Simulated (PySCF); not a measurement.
H11NSi4, SMILES N[Si]([SiH3])([SiH3])[SiH3]. Geometry: r2SCAN-D4/def2-SVP. One conformer was computed; it need not be the lowest.

Method: r2SCAN-D4/def2-SVP in PySCF.

Harmonic wavenumbers (cm⁻¹): 81, 85, 93, 96, 111, 112, 149, 154, 218, 329, 404, 419, 440, 445, 507, 508, 542, 552, 559, 813, 830, 842, 861, 885, 924, 930, 931, 932, 934, 940, 1549, 2191, 2198, 2201, 2201, 2205, 2211, 2214, 2217, 2220, 3544, 3641. Rotational constants (GHz): 1.435, 1.428, 1.041; symmetry number 1.

**Question.** Work out the zero-point energy and the ideal-gas rigid-rotor harmonic-oscillator thermochemistry at 298.15 K and 1 atm.

**Answer.** ZPE = ½ Σ hcν = ½ × 44218 cm⁻¹ = 264.49 kJ/mol. H − E(el) = 299.12 kJ/mol. Entropy in J/(mol K): translation 170.15, rotation 123.01, vibration 158.10, total 451.26. G − E(el) = 164.58 kJ/mol. Cp = 184.79 J/(mol K). Modes under 150 cm⁻¹ make the vibrational entropy uncertain.
